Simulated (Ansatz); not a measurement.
C₂H₅BSe, SMILES `CB1C[Se]1`, relaxed with RKS PBE-D4/def2-SVP in Ansatz 0.2.0 from a rough embedded geometry. The force threshold is 0.03 eV/Å; the program also tests the step.

The species carries charge 0 and has multiplicity 1.

Start:

```xyz
9

C    -0.565    1.018    0.810
B     0.210   -0.194    0.285
C     0.422   -1.111   -0.946
Se    2.027   -1.111   -0.206
H    -0.221    1.301    1.872
H    -0.348    1.961    0.167
H    -1.674    0.871    0.817
H     0.269   -0.623   -1.915
H    -0.121   -2.111   -0.885
```

Q: By how much does the energy fall, and how many steps does the optimiser take? (Estimate.)

A: Computed: 118.71 kJ/mol, in 14 steps, 2 of them rejected.

Q: Which bonds change most? (Best estimate.)

A: The calculation gave: C3–Se4 from 1.767 to 2.046 Å; B2–Se4 from 2.093 to 1.912 Å; C1–H6 from 1.162 to 1.112 Å; C1–H5 from 1.152 to 1.106 Å.

Q: Give the relaxed structure. (Estimate.)

A: The calculation gave: 
```xyz
9

C    -0.501    1.045    0.842
B     0.282   -0.088    0.126
C     0.283   -1.077   -1.057
Se    1.890   -1.120    0.208
H    -0.002    1.447    1.744
H    -0.679    1.881    0.130
H    -1.512    0.678    1.125
H     0.547   -0.757   -2.082
H    -0.309   -2.009   -1.036
```
